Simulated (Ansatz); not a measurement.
`[F][AlH][S][SiH3]` + SiH₄ → `[SiH3][AlH][S][SiH3]` + H–F  (formal exchange of groups at the Al–F bond)

Calculated with Ansatz (gas phase, PBE0-D4/def2-TZVP geometries, no zero-point term in ΔE). CCSD(T)/CBS is the MP2 limit (def2-TZVPP, def2-QZVPP) plus CCSD(T) − MP2 in def2-TZVPP, frozen cores. This one scheme is used for every species. DFT in def2-TZVPP. B3LYP here is the variant with VWN-RPA as its local correlation; programs differ in this. One conformer a species, not always the lowest.

Question: Is it downhill or uphill in electronic energy at CCSD(T)/CBS, and by how much? (Estimate.)

Answer: Computed: Uphill: ΔE = +42.0 kcal/mol.

Question: What do these levels give: PBE-D4, revPBE-D4, ωB97X-V, PBE, revPBE, PBE0, B3LYP, LC-ωPBE, SCS-MP2/def2-TZVPP, CCSD/def2-TZVPP, MP2/def2-QZVPP, HF/CBS(def2)? (Best estimate.)

Answer: The calculation gave: PBE-D4 37.2, revPBE-D4 36.9, ωB97X-V 42.8, PBE 38.9, revPBE 39.4, PBE0 39.4, B3LYP 45.6, LC-ωPBE 42.4, SCS-MP2/def2-TZVPP 45.2, CCSD/def2-TZVPP 43.0, MP2/def2-QZVPP 44.0, HF/CBS(def2) 49.6 kcal/mol.

Largest T1 diagnostic among the species: 0.013.

Leaving LDA and LC-ωPBE aside and taking each functional with its dispersion term where it has one, the values, not all of them listed here, spread over 8.5 kcal/mol, from revPBE-D4 to B2PLYP. LDA lies −1.4 kcal/mol from PBE without D4. In def2-TZVPP, CCSD(T) changes the Hartree–Fock value by −6.8 kcal/mol (the triples alone add −1.0 kcal/mol) and MP2 by −5.0 kcal/mol.
